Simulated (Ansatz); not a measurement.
A nudged elastic band was laid between two geometries of CH6BNSi (10 atoms, charge 0, multiplicity 1).

All numbers below come from UKS B3LYP-D4/cc-pVDZ (Ansatz).

- movable images: 5
- climbing image: yes
- spring: 5.0 eV/Å²
- optimiser: quadratic models (default)
- start path: through a guess of the saddle point
- force threshold: 0.05 eV/Å
- iteration limit: 60
- end points: relaxed

Initial state:

```xyz
10
Properties=species:S:1:pos:R:3
Si 0.306 1.490 0.418
N -0.178 -0.178 0.184
B -0.783 -1.382 0.406
C 0.101 -1.238 -0.861
H -0.136 2.307 -0.754
H -0.329 1.995 1.672
H 1.796 1.568 0.523
H -1.498 -1.958 1.163
H -0.331 -1.048 -1.853
H 1.136 -1.608 -0.894
```

Final state:

```xyz
10
Properties=species:S:1:pos:R:3
Si 0.991 1.412 0.635
N -0.212 0.523 -0.510
B -0.190 -0.620 0.569
C 0.267 -0.831 -0.917
H -1.120 0.843 -0.837
H -0.158 2.061 1.431
H 0.780 -0.286 1.349
H -1.184 -0.984 1.128
H -0.408 -1.335 -1.614
H 1.317 -0.835 -1.230
```

Task: Which bonds break or form, and what moves?

Result: Bonds broken: Si1–H5. Bonds formed: N2–H5, B3–H7.

Task: What energy profile does the band end with?

Result: The run converged. The highest image is number 3 of 0 to 6, 318.1 kJ/mol above the first end and 246.2 kJ/mol above the last; the last end lies 71.9 kJ/mol above the first. Neighbouring images differ by up to 2.4 eV, so the band resolves the path poorly. A vibrational analysis at the climbing image gives one clearly imaginary mode, 1400i cm⁻¹: a first-order saddle point. The orbitals stay closed-shell, which can raise the energy where a bond breaks towards radicals; this wasn't checked here.

```tsv
image	path coordinate (Å)	energy (kJ/mol)	Si1–H5 (Å)	N2–H5 (Å)	B3–H7 (Å)
0	0.00	0.0	1.50	2.66	3.92
1	0.98	10.0	1.49	2.65	3.46
2	1.96	83.3	1.46	2.30	2.93
3	2.94	318.1	1.57	1.41	2.67
4	3.74	202.2	2.26	1.01	2.53
5	4.53	128.3	2.58	1.01	1.75
6	5.33	71.9	2.64	1.02	1.29
```

Task: What is the geometry of the highest image?

Result: 
```xyz
10
Properties=species:S:1:pos:R:3
Si 0.466 1.485 0.580
N -0.759 0.172 -0.540
B -0.593 -0.872 0.395
C 0.120 -1.011 -0.964
H -0.254 1.457 -0.818
H -0.389 1.732 1.786
H 1.581 0.558 0.971
H -0.971 -1.194 1.475
H -0.316 -1.559 -1.807
H 1.197 -0.820 -1.076
```

Run time: 3.1 min on 2 threads of Intel(R) Xeon(R) Platinum 8488C (Sapphire Rapids) (shared host), peak memory 0.27 GiB.
